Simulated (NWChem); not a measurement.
System meant: BHSeF$_{2}$; SMILES FB([SeH])F

The following NWChem deck was run.

```
start job
memory heap 200 mb stack 900 mb global 1100 mb
geometry units angstroms noautoz
  B      0.004712    -0.949131     0.000000
  F      1.135949    -1.623834     0.000000
  F     -1.127155    -1.623429     0.000000
  Se     0.060067     0.989898     0.000000
  H     -1.403691     1.115291     0.000000
end
basis spherical
  B library def2-svp
  F library def2-svp
  Se library def2-svp
  H library def2-svp
end
dft
  xc pbe0
  iterations 4
  mulliken
end
task dft energy
```

End of the output:

```
    Atom       Charge   Shell Charges
 -----------   ------   -------------------------------------------------------
    1 B    5     5.29   1.96  0.51  0.24  1.35  0.69  0.54
    2 F    9     8.95   1.98  0.98  0.70  3.21  2.07  0.01
    3 F    9     8.95   1.98  0.98  0.70  3.21  2.07  0.01
    4 Se  34    33.83   2.00  2.00  1.95  1.03  0.60  5.99  5.80  2.07  2.31  7.83  2.04  0.22
    5 H    1     0.98   0.59  0.32  0.06

 center of mass
 --------------
 x =   0.02632639 y =   0.07852540 z =   0.00000000

 moments of inertia (a.u.)
 ------------------
         672.528145667310           0.000000000000           0.000000000000
           0.000000000000         181.326933908681           0.000000000000
           0.000000000000           0.000000000000         853.855079575991

     Multipole analysis of the density
     ---------------------------------

     L   x y z        total         alpha         beta         nuclear
     -   - - -        -----         -----         ----         -------
     0   0 0 0     -0.000000    -29.000000    -29.000000     58.000000

     1   1 0 0     -0.293963     -0.146981     -0.146981      0.000000
     1   0 1 0      0.338120      0.169060      0.169060     -0.000000
     1   0 0 1      0.000000      0.000000      0.000000      0.000000

     2   2 0 0    -24.942912    -57.363664    -57.363664     89.784417
     2   1 1 0     -0.957719      1.065704      1.065704     -3.089127
     2   1 0 1      0.000000      0.000000      0.000000      0.000000
     2   0 2 0    -26.346192   -167.610934   -167.610934    308.875676
     2   0 1 1      0.000000      0.000000      0.000000      0.000000
     2   0 0 2    -25.164527    -12.582263    -12.582263      0.000000

 ------------------------------------------------------------------------
 dft energy failed                                                                                  0
 ------------------------------------------------------------------------
 ------------------------------------------------------------------------
  current input line :
    21: task dft energy
 ------------------------------------------------------------------------
 ------------------------------------------------------------------------
 This type of error is most commonly associated with calculations not reaching convergence criteria
 ------------------------------------------------------------------------
 For more information see the NWChem manual at https://nwchemgit.github.io

0:dft energy failed:Received an Error in Communication
```

**Question.** Can this run be used? If not, why, and what is the fix?

**Answer.** The run did not converge; its last values are not results. Cause: the SCF was allowed too few iterations. This input runs:
```
start job
memory heap 200 mb stack 900 mb global 1100 mb
geometry units angstroms noautoz
  B      0.004712    -0.949131     0.000000
  F      1.135949    -1.623834     0.000000
  F     -1.127155    -1.623429     0.000000
  Se     0.060067     0.989898     0.000000
  H     -1.403691     1.115291     0.000000
end
basis spherical
  B library def2-svp
  F library def2-svp
  Se library def2-svp
  H library def2-svp
end
dft
  xc pbe0
  iterations 150
  mulliken
end
task dft energy
```
It converges to -2625.86082 Ha (PBE0/def2-SVP).
